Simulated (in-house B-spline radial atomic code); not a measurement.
**Neutral argon: [He] 2s2 2p5 3s2 3p6 7g1 (an excited or competing configuration)**

All numbers are computed (Dirac-Hartree-Fock, average of configuration; Fermi nucleus of rms radius 3.4274 fm) with a radial B-spline atomic code at the basis-set limit, not measured.

Z_r = [3n² - l(l+1)]/(2<r>); Z_e = n√(-2ε); the last column is Slater's effective charge. Values are occupation-weighted means over j.

```json
{"shell": "1s", "electrons": "2", "ε (eV)": "-3296.9", "<r> (bohr)": "0.08554", "Z_r": "17.54", "Z_e": "15.57", "Slater": "17.70"}
{"shell": "2s", "electrons": "2", "ε (eV)": "-372.51", "<r> (bohr)": "0.403", "Z_r": "14.89", "Z_e": "10.47", "Slater": "14.20"}
{"shell": "2p", "electrons": "5", "ε (eV)": "-301.89", "<r> (bohr)": "0.3707", "Z_r": "13.49", "Z_e": "9.42", "Slater": "14.20"}
{"shell": "3s", "electrons": "2", "ε (eV)": "-51.246", "<r> (bohr)": "1.311", "Z_r": "10.30", "Z_e": "5.82", "Slater": "7.60"}
{"shell": "3p", "electrons": "6", "ε (eV)": "-30.969", "<r> (bohr)": "1.455", "Z_r": "8.59", "Z_e": "4.53", "Slater": "7.60"}
{"shell": "7g", "electrons": "1", "ε (eV)": "-0.27767", "<r> (bohr)": "63.5", "Z_r": "1.00", "Z_e": "1.00", "Slater": "-"}
```

The least bound orbital is 7g9/2 at -0.2777 eV, and it is also the most diffuse (<r> = 63.5 bohr). The part-filled 2p shell lies below the filled 3p shell in orbital energy.

Spin-orbit splittings of the orbital energies (j = l + 1/2 above j = l - 1/2 when positive): 2p 2.403 eV, 3p 0.2569 eV, 7g 1.044e-07 eV.

For the 1s electron the small component carries 0.412 % of the norm, the zero-frequency Breit interaction raises the level by 2.529 eV, self-energy by 1.157 eV, and vacuum polarisation lowers it by 0.08107 eV.

The density falls to 0.001 bohr⁻³ at 3.338 bohr; Σ<r²> = 4577.3 bohr² gives, by the non-relativistic formula and without the paramagnetism of open shells, a Langevin diamagnetic susceptibility of -3625×10⁻⁶ cm³/mol.
